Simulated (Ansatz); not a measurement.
SbH3. Total charge 0; singlet. Geometry PBE-D4/def2-TZVP.

Cartesian coordinates in Å:
```
Sb -0.7177 -0.1179 0.1307
H 0.0021 1.4336 -0.0879
H 0.1503 -0.7315 -1.2269
H 0.5653 -0.5842 1.1841
```

In the def2 sets Sb takes a core potential; there is no spin–orbit coupling.

Problem. Estimate the orbital energies around the gap (eV) in Ansatz with LDA (SPW92)/def2-TZVP, PBE-D4/def2-SVP, r2SCAN-D4/def2-TZVP, BHLYP-D4/def2-TZVP, CAM-B3LYP-D4/def2-TZVP.

Solution. 
| orbital | LDA (SPW92)/def2-TZVP | PBE-D4/def2-SVP | r2SCAN-D4/def2-TZVP | BHLYP-D4/def2-TZVP | CAM-B3LYP-D4/def2-TZVP |
| --- | --- | --- | --- | --- | --- |
| HOMO−9 | -101.98 | -102.27 | -105.35 | -113.99 | -109.16 |
| HOMO−8 | -32.74 | -32.79 | -33.72 | -38.88 | -37.33 |
| HOMO−7 | -32.74 | -32.79 | -33.72 | -38.88 | -37.33 |
| HOMO−6 | -32.64 | -32.67 | -33.60 | -38.75 | -37.21 |
| HOMO−5 | -32.64 | -32.67 | -33.60 | -38.75 | -37.21 |
| HOMO−4 | -32.57 | -32.59 | -33.52 | -38.66 | -37.12 |
| HOMO−3 | -14.61 | -14.34 | -14.90 | -17.72 | -17.88 |
| HOMO−2 | -8.35 | -8.22 | -8.63 | -10.64 | -10.86 |
| HOMO−1 | -8.35 | -8.22 | -8.63 | -10.64 | -10.86 |
| HOMO | -6.68 | -6.46 | -6.83 | -8.51 | -8.85 |
| LUMO | -1.07 | -0.79 | -0.71 | 0.55 | 0.74 |
| LUMO+1 | -1.07 | -0.79 | -0.71 | 0.55 | 0.74 |
| LUMO+2 | -0.13 | 0.58 | 0.60 | 1.61 | 1.72 |
| LUMO+3 | 2.51 | 6.34 | 3.63 | 3.81 | 3.96 |
| LUMO+4 | 2.51 | 6.34 | 3.63 | 3.81 | 3.96 |
| LUMO+5 | 2.62 | 6.76 | 3.92 | 3.85 | 4.02 |
